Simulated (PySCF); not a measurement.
These compounds are isomers of formula C$_{9}$H$_{7}$F$_{3}$.

A. `C=C/C=C1\C=C(C(F)(F)F)C1=C`
B. alpha-(trifluoromethyl)styrene (FC(C(=C)c1ccccc1)(F)F)
C. `C=C1C=CC=CC(C(F)(F)F)=C1`
D. SMILES C1(F)=C(CF)/C(=C\C(=C)F)C1=C
E. SMILES c1ccc(C)cc1C(F)=C(F)F

Spectrum 1. $^{1}$H NMR (400 MHz, computed): δ 7.83 (m, 2H), 7.73 (m, 2H), 7.70 (m, 1H), 6.35 (m, 1H), 6.11 (m, 1H). $^{13}$C{$^{1}$H} NMR (computed): δ 150.4 (C), 139.8 (C), 135.0 (CH), 134.2 (CH), 133.2 (C), 133.2 (CH), 127.4 (CH2).

Spectrum 2. $^{1}$H NMR (400 MHz, computed): δ 6.60 (m, 1H), 6.11 (d, 1H), 5.97 (m, 1H), 5.95 (m, 1H), 5.69 (m, 1H), 4.91 (m, 1H), 4.88 (m, 1H). $^{13}$C{$^{1}$H} NMR (computed): δ 151.6 (C), 148.4 (CH), 146.9 (CH), 140.8 (CH), 136.0 (CH), 135.5 (C), 134.2 (CH), 133.2 (C), 123.1 (CH2).

Spectrum 3. $^{1}$H NMR (400 MHz, computed): δ 5.77 (m, 1H), 5.72 (m, 2H), 5.16 (m, 1H), 5.02 (m, 1H), 5.01 (m, 1H), 4.70 (m, 1H). $^{13}$C{$^{1}$H} NMR (computed): δ 174.8 (C), 172.5 (C), 151.7 (C), 143.4 (C), 140.9 (C), 107.9 (CH), 100.3 (CH2), 98.2 (CH2), 83.6 (CH2).

Spectrum 4. $^{1}$H NMR (400 MHz, computed): δ 7.73 (m, 1H), 7.72 (m, 1H), 7.70 (m, 1H), 7.48 (d, 1H), 2.55 (s, 3H). $^{13}$C{$^{1}$H} NMR (computed): δ 170.1 (C), 144.6 (C), 139.3 (C), 134.6 (CH), 134.5 (CH), 132.9 (C), 129.3 (CH), 125.6 (CH), 24.3 (CH3).

Spectrum 5. $^{1}$H NMR (400 MHz, computed): δ 7.64 (m, 1H), 6.87 (m, 1H), 6.32 (d, 1H), 5.76 (m, 1H), 5.67 (m, 1H), 5.35 (m, 1H), 5.31 (m, 1H). $^{13}$C{$^{1}$H} NMR (computed): δ 152.3 (CH), 151.9 (C), 150.6 (C), 146.0 (C), 140.3 (CH), 129.8 (C), 128.1 (CH2), 125.8 (CH), 104.2 (CH2).

PySCF 2.14 calculation with geometry: GFN2-xTB and shieldings: GIAO PBE0/pcSseg-1; isolated molecule, single conformer, equivalent nuclei averaged, relativity neglected.

Shifts are taken against calculated references (same method and geometry level): TMS for $^{1}$H, $^{13}$C. Splittings of carbon signals by F and P are missing where no couplings were computed. Where no couplings were computed, multiplicities follow the n + 1 count of equivalent neighbours, and m marks all less simple cases (inequivalent or close neighbours, rings, F or P nearby). Shifts are as computed. Against solution values, carbons near 30 ppm lie about +3 ppm off and those near 130 ppm about +5 ppm. Of 1211 compounds with measured shifts, 218 miss one by over three times the rms of a fit or turn the order of signals round; such compounds aren't used in these exercises.

Task: Which spectrum belongs to which compound?

Result: 1–B, 2–C, 3–D, 4–E, 5–A.

- Spectrum 1 (B): 7 $^{13}$C signals; δC 150.4 is a fully substituted alkene carbon; δC 135.0 is an aromatic CH.
- Spectrum 2 (C): 9 $^{13}$C signals; δC 151.6 is a fully substituted alkene carbon; δC 148.4 is an alkene CH.
- Spectrum 3 (D): 9 $^{13}$C signals; δC 151.7 is a fully substituted alkene carbon; δC 143.4 is a fully substituted alkene carbon.
- Spectrum 4 (E): 9 $^{13}$C signals; δC 139.3 is a fully substituted alkene carbon; δC 134.6 is an aromatic CH.
- Spectrum 5 (A): 9 $^{13}$C signals; δC 152.3 is an alkene CH; δC 151.9 is a fully substituted alkene carbon.
